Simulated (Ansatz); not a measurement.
**Question.** Name a neutral molecule of Al, B, C, F and H with HOMO energy (PBE0/def2-TZVPP) between -7.55 and -7.25 eV and HOMO–LUMO gap (B3LYP/def2-TZVPP) between 5.50 and 5.80 eV (Ansatz, PBE0-D4/def2-TZVP geometry).

**Answer.** `CB[CH](F)[AlH2]` (-7.35 eV, 5.64 eV); `FBC[CH2][AlH2]` (-7.48 eV, 5.77 eV). Other molecules can fit too; these were computed, each in one conformer that needn't be the lowest.

B3LYP here is the variant with VWN-RPA as its local correlation; programs differ in this.
